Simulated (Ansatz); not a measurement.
Basis-set extrapolation for BH6NSSi, SMILES `[SiH3]NBS` (PBE0-D4/def2-TZVP geometry, frozen core, the Gaussian-basis code of Ansatz). Multiplicity 1, RHF reference.

|  | def2-TZVPP | def2-QZVPP |
| --- | --- | --- |
| HF | -769.241626 | -769.266081 |
| MP2 correlation | -0.616393 | -0.662693 |
| CCSD(T) correlation | -0.696143 | not run |

Energies in hartree. Use E(X) = E(∞) + A·exp(−7.88·√X) for Hartree–Fock and E(X) = E(∞) + B·X^(−2.97) for correlation, with X = 3 and 4, and add CCSD(T) minus MP2 of the smaller set to the MP2 limit.

**Question.** What is the CCSD(T) energy at the basis-set limit?

**Answer.** HF limit: -769.266081 + (-0.024455) × 0.13774 = -769.26945. MP2 limit: -0.662693 + (-0.046300) × 0.74074 = -0.69699. Higher-order term: -0.696143 − (-0.616393) = -0.07975. Total: -770.04619 hartree, 284.7 kJ/mol below CCSD(T)/def2-TZVPP.
